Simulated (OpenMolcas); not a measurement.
# Ir5+: ligand-field states by method

Ir5+ with 6 ligands (fluoride) in octahedral coordination (Oh) at 1.88 Å. A charge of +0.167 e stands 2.8 Å behind each ligand. Ligand basis ANO-RCC-VDZP.
```
Ir    0.0000    0.0000    0.0000
F     1.8800    0.0000    0.0000
F     0.0000    1.8800    0.0000
F    -1.8800    0.0000    0.0000
F     0.0000   -1.8800    0.0000
F     0.0000    0.0000    1.8800
F     0.0000    0.0000   -1.8800
```

```yaml
Program: OpenMolcas
Basis: ANO-RCC-VTZP [8s7p5d3f1g]
Scalar_Hamiltonian: DKH2, point nucleus
Active_space: 4 electrons in 5 orbitals (5d)
State_averaging: 2S+1 = 5 even, 5 roots; 2S+1 = 3 even, 45 roots; 2S+1 = 1 even, 50 roots
Spin-orbit_coupling: state interaction with AMFI integrals over the reference wave functions
```

I. CASSCF
II. SS-CASPT2, IPEA 0.25 Eh, imaginary shift 0.1 Eh (closed shells correlated: 5s 5p and the ligand valence shells)
III. SS-CASPT2, IPEA 0.25 Eh, real shift 0.3 Eh (closed shells correlated: 5s 5p and the ligand valence shells)

Spin-free states (labels of O, the rotations of Oh) in cm-1, each column counted from its own energy of the first state listed:

```csv
State,Degeneracy,I,II,III
3T1,3,0,0,0
1T2,3,8360,5480,5560
1E,2,9884,5640,5810
1A1,1,20083,13650,13970
5E,2,22207,26140,26210
3E,2,36048,33940,34170
2S+1 = 3,3,37338,34790,35110
2S+1 = 3,3,37977,35760,36020
2S+1 = 3,1,39142,36180,36450
2S+1 = 3,1,40476,37530,37770
3E,2,41477,38070,38320
2S+1 = 1,3,43735,38660,39010
1A2,1,43866,38350,38720
2S+1 = 1,3,45467,40390,40730
1E,2,46987,40820,41150
2S+1 = 3,3,52480,44800,45360
2S+1 = 3,3,52506,45110,45670
1A1,1,52696,44760,45130
2S+1 = 1,3,59323,48040,48750
2S+1 = 1,3,60848,49880,50530
```

From I to II, I's first state of the same spin (3E) moves from 36048 to 33940 cm-1, by about -2100 cm-1.

From I to II, I's first state of another spin (1T2) moves from 8360 to 5480 cm-1, by about -2900 cm-1.

I: A least-squares ligand-field fit to the states below 45000 cm-1, each weighted by its degeneracy and with a free common offset, gives 10Dq = 38843 cm-1, B = 640 cm-1 and C = 2752 cm-1 (C/B = 4.30), with an rms deviation of 281 cm-1. The same method and metal basis give the free ion B = 935 cm-1 (fit to its terms below 60000 cm-1, rms deviation 23 cm-1), so the nephelauxetic ratio is β = 640 / 935 = 0.68; it hangs on how both fits weigh the states, and computed free-ion B values tend to be too large, so β mixes covalency with correlation.

χT at 300 K: I 0.17, II 0.14, III 0.14 cm3 K/mol.

The states above are spin-free; spin-orbit coupling is strong here and shifts and splits them by thousands of cm-1.

Roots that are degenerate in the reference are averaged as groups; the widest CASPT2 spread within a group is 1800 cm-1 (the 3-fold group of multiplicity 3 near 86600 cm-1 above the lowest state of its run, II). Shifts and gaps below about the spread of the groups concerned are not significant. Over all roots computed the reference weight is 0.63 to 0.68 in II, 0.69 to 0.72 in III; a low but even weight reflects the number of correlated electrons. The least metal-like active orbital is 67 % on the metal (Löwdin) and no ligand orbital is active, so the numbers are rough, and ground spin, moment and any spin crossover can be artefacts of this space; highly charged d ions in such sites are as a rule low spin. Ligand-to-metal charge-transfer states are missing. With no ligand orbital active B as a rule stays too high, so bands that hang on it stand too high and its fall with covalency is understated. Without dynamic correlation the repulsion within the d shell is too large (B by tens of per cent), so at a given field states of lower spin stand too high (holds for I). With metal d orbitals alone the field can be off either way by tens of per cent (holds for I). With one d shell and no ligand orbital active, 10Dq can be off by a tenth or more (holds for II; III). No measured value stands beside these numbers; the geometry is a model, was not optimised and need not be the one that this ion takes.
